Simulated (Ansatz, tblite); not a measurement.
Isomers of HgF$_{2}$⁺ (doublet), found by a short tight-binding search and relaxed with PBE-D4/def2-TZVP in Ansatz.

In the def2 sets Hg takes a core potential; there is no spin–orbit coupling. The xTB rows come from tblite. B3LYP takes the VWN-RPA correlation. Correlated methods freeze 2 core orbitals; core or outer-core shells of Hg are correlated, in sets that lack core-valence functions. In CCSD on the charge 1 doublet the largest single amplitude is 0.23, so its Hartree–Fock determinant may place the open shell otherwise than the density functionals do.

Run but left out: HF/def2-TZVPP, B2PLYP/def2-TZVP, MP2/def2-TZVPP (B: ⟨S²⟩ 0.96 to 1.28, where a pure state has 0.75).

B: At CCSD(T)/def2-TZVPP T1 of the charge 1 doublet is large (up to 0.046), so the single-reference result is doubtful. At CCSD(T)/def2-TZVPP the charge 1 doublet is spin-contaminated (final ⟨S²⟩ up to 1.28, 0.75 for a pure state).

Other spin states were run for one of them alone.

A:

Cartesian coordinates in Å:
```
Hg 0.000 0.000 0.000
F -1.190 1.525 0.056
F 1.190 -1.525 -0.056
```

B:

```xyz
3

Hg   -0.8967    0.2550   -0.8085
F     1.0917    0.5499   -0.0957
F    -0.1950   -0.8048    0.9041
```

Q: Estimate which lies lowest at each level, and how far above it the others are (kcal/mol).

A: 
```
              level    A     B
           GFN1-xTB  0.0   7.9
           GFN2-xTB  0.0   5.3
   PBE-D4/def2-TZVP  0.0  29.9
r2SCAN-D4/def2-TZVP  0.0  29.0
 B3LYP-D4/def2-TZVP  0.0  23.2
  PBE0-D4/def2-TZVP  0.0  22.4
    CCSD/def2-TZVPP  0.0  17.5
 CCSD(T)/def2-TZVPP  0.0  18.3
```
Point groups (tolerance 0.1 Å): A D∞h, B C2v. A and B have the same bonds, so they are conformers or stereoisomers. Lower isomers may exist.
